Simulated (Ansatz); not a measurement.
Ansatz results at the PBE0-D4/def2-TZVP geometry: size of the dipole moment (B3LYP/def2-TZVPP) 2.52 D; HOMO–LUMO gap (PBE/def2-TZVPP) 4.13 eV; LUMO energy (ωB97M-V/def2-TZVPP) 1.79 eV.

Each molecule was computed in one conformer, which needn't be the lowest.

Task: Which molecule gave them?
A. `CC[N](C)[Ge]([Cl])([Cl])[N](C)CC`
B. `[F][Ge]([F])([SH])[SH]`
C. `C[O][GeH]([NH2])[Cl]`
D. `[Cl][GeH2][Cl]`

Result: A. The others give `[Cl][GeH2][Cl]`: 1.92, 5.96, 1.31; `C[O][GeH]([NH2])[Cl]`: 2.60, 5.74, 2.02; `[F][Ge]([F])([SH])[SH]`: 2.38, 4.85, 0.76.

B3LYP here is the variant with VWN-RPA as its local correlation; programs differ in this.
